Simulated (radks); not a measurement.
Problem. Radial electron density D(r) = 4 pi r^2 rho(r) of an atom or ion with 22 electrons. Method: non-relativistic Kohn-Sham, PBE, spin-polarised, spherical densities, point nucleus; computed with a radial shooting solver on a logarithmic mesh with Libxc functionals.

r (bohr)  D(r) (e/bohr)  spin D(r)
0.005016          2.903  -0.000233
0.00561           3.521  -0.000283
0.006326          4.313  -0.000346
0.007132          5.257  -0.000422
0.008042          6.375  -0.000512
0.009067          7.684  -0.000617
0.01022           9.200  -0.000738
0.01143           10.81  -0.000866
0.01289           12.74   -0.00102
0.01454           14.88   -0.00119
0.01639           17.19   -0.00138
0.01848           19.62   -0.00157
0.02083           22.10   -0.00177
0.0233            24.36   -0.00196
0.02628           26.62   -0.00215
0.02963           28.56   -0.00232
0.0334            30.04   -0.00247
0.03766           30.93   -0.00258
0.04212           31.15   -0.00265
0.0475            30.72   -0.00265
0.05355           29.66   -0.00253
0.06038           28.16   -0.00216
0.06808           26.53   -0.00129
0.07676           25.15   0.000612
0.08585           24.42    0.00416
0.0968            24.53     0.0114
0.1091            25.71     0.0249
0.1231            27.83     0.0487
0.1387            30.48     0.0889
0.1564            32.98      0.154
0.175             34.51      0.247
0.1973            34.65      0.392
0.2224            32.87      0.599
0.2508            29.29      0.881
0.2828            24.53       1.24
0.3163            19.92       1.66
0.3566            15.80       2.17
0.4021            13.32       2.74
0.4533            12.71       3.31
0.5111            13.57       3.82
0.5763            15.00       4.19
0.6446            15.99       4.36
0.7268            15.99       4.31
0.8195            14.67       4.02
0.9239            12.28       3.53
1.042             9.357       2.92
1.175             6.496       2.25
1.314             4.248       1.66
1.481             2.463       1.10
1.67              1.302      0.677
1.883            0.6274      0.379
2.123            0.2746      0.190
2.394            0.1083     0.0846
2.677           0.04077     0.0347
3.019           0.01248     0.0114
3.404          0.003228    0.00306

What is the nuclear charge?

Solution. Z = 26. The innermost maximum, from 1s, lies near 1/Z = 0.0385 bohr (found: 0.0415), and its height grows with Z. The density is that of the iron ion Fe4+ in [Ar] 3d4; the configuration itself is not fixed sharply by these data, and Z only to about a unit. D(r) has 3 maxima, at r = 0.0415, 0.188, 0.687 bohr, and minima at 0.0901, 0.446 bohr, inside which lie 2.12, 10.66 electrons.
